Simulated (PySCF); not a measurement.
**Radial density of Ba⁻ (barium, charge -1)**

UHF, [Xe] 5d1 6s2, 2D determinant. Computed with PySCF 2.14 in x2c-TZVPPall with one added diffuse shell each of s, p, d type (12s8p7d2f1g, 94 functions), with scalar relativity by spin-free X2C-1e.

| r (bohr) | 4πr²ρ (e/bohr) | 4πr²(ρα − ρβ) |
| --- | --- | --- |
| 0.0288 | 65.37 | -0.0011 |
| 0.0485 | 73.40 | -0.0015 |
| 0.0815 | 95.63 | 0.0031 |
| 0.137 | 69.84 | 0.0110 |
| 0.231 | 81.90 | 0.0046 |
| 0.388 | 34.03 | 0.0051 |
| 0.652 | 33.00 | 0.0263 |
| 1.10 | 11.43 | -0.0067 |
| 1.85 | 5.713 | 0.1221 |
| 3.10 | 1.168 | 0.2738 |
| 5.22 | 0.4649 | 0.1763 |
| 8.78 | 0.1750 | 0.0057 |
| 14.8 | 0.02095 | -0.0082 |
| 24.9 | 5.167e-05 | 0.0000 |

Densities and radii are taken from the X2C orbitals without a picture-change correction, which distorts them close to the nucleus.

Spin-orbit coupling, absent here, splits the open shell strongly. ⟨S²⟩ = 0.87 against 0.75 shows spin contamination. The outer electron is barely bound at this level, so radii and moments hang on the diffuse functions. The configuration of this anion was assumed by filling the next shell in order. It is not the known or likely ground configuration (Ca⁻, Sr⁻ and Ba⁻, for instance, bind a p electron), so these values are not the electron affinity of the element.

Problem. Where is the radial spin density 4πr²(ρα − ρβ) most negative, and why is it negative at all?

Solution. Around r = 14.8 bohr, down to -0.0082 e/bohr: exchange with the open shell polarises the paired shells in an unrestricted calculation.
